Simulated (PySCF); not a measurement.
```xyz
8

N     -1.2390    -1.0578     0.1741
Si    -0.0373     0.0647     0.5691
Si     1.6437     0.7472    -0.7174
H     -1.7189    -1.6287     0.8493
H     -1.5246    -1.2420    -0.7733
H      0.0476     0.0197     2.0558
H      0.9752     0.9889    -2.0409
H      1.8531     2.1080    -0.1167
```

Charge 0, multiplicity 1.

Give the Mulliken and meta-Löwdin atomic charges from ωB97X-D3(BJ)/def2-TZVP // PBE0-D3(BJ)/def2-TZVP (PySCF 2.14.0).


```tsv
atom	Mulliken (e)	meta-Löwdin (e)
N1	-0.58	-0.68
Si2	0.35	0.59
Si3	-0.21	-0.16
H4	0.25	0.25
H5	0.25	0.25
H6	-0.01	-0.09
H7	-0.03	-0.08
H8	-0.02	-0.07
```
